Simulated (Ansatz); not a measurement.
Basis sets compared for SiHMe2(OSiMe3) (C5H16OSi2). Total charge 0; singlet. Geometry r2SCAN-D4/def2-SVP. Ansatz on 2 threads of AMD EPYC 7R13 on a shared host and a share (18 GiB) of an NVIDIA H100 80GB HBM3; times are rough, and most runs start from earlier orbitals.

| atom | x (Å) | y (Å) | z (Å) |
| --- | --- | --- | --- |
| Si1 | 0.949 | 0.439 | -1.454 |
| H2 | 1.309 | -0.957 | -1.879 |
| C3 | 0.324 | 1.406 | -2.927 |
| H4 | 1.091 | 1.479 | -3.715 |
| H5 | 0.044 | 2.429 | -2.627 |
| H6 | -0.567 | 0.927 | -3.364 |
| C7 | 2.458 | 1.257 | -0.701 |
| H8 | 3.277 | 1.337 | -1.435 |
| H9 | 2.836 | 0.685 | 0.162 |
| H10 | 2.215 | 2.274 | -0.351 |
| O11 | -0.274 | 0.369 | -0.326 |
| Si12 | -0.835 | -0.556 | 0.952 |
| C13 | -1.555 | -2.150 | 0.275 |
| C14 | -2.150 | 0.455 | 1.817 |
| C15 | 0.594 | -0.928 | 2.113 |
| H16 | -1.961 | -2.784 | 1.079 |
| H17 | -0.790 | -2.737 | -0.260 |
| H18 | -2.373 | -1.942 | -0.435 |
| H19 | -2.968 | 0.710 | 1.123 |
| H20 | -2.587 | -0.092 | 2.668 |
| H21 | -1.732 | 1.400 | 2.201 |
| H22 | 1.380 | -1.512 | 1.606 |
| H23 | 1.054 | 0.002 | 2.488 |
| H24 | 0.261 | -1.512 | 2.988 |

Binding counts from free atoms (Si triplet, H doublet, C triplet, O triplet) in the same basis, without a counterpoise term.

| level | functions | energy (Eh) | HOMO (eV) | LUMO (eV) | binding per atom (eV) | wall time |
| --- | --- | --- | --- | --- | --- | --- |
| PBE-D4/def2-SVP | 200 | -853.4726 | -6.30 | 0.55 | 4.05 | 5.5 s |
| PBE-D4/def2-TZVP (with forces) | 356 | -854.0017 | -6.45 | 0.04 | 4.05 | 6 s |
| PBE0-D4/def2-SVP | 200 | -853.5846 | -7.74 | 1.38 | 4.02 | 4.1 s |
| PBE0-D4/def2-TZVP | 356 | -854.1039 | -7.83 | 0.81 | 4.02 | 3.8 s |

Estimate the rows for PBE-D4/def2-TZVPD, PBE0-D4/def2-TZVPD.


```csv
level,functions,energy (Eh),HOMO (eV),LUMO (eV),binding per atom (eV),wall time
PBE-D4/def2-TZVPD,455,-854.0035,-6.47,-0.52,4.05,4.8 s
PBE0-D4/def2-TZVPD,455,-854.1052,-7.84,0.10,4.02,2.9 s
```
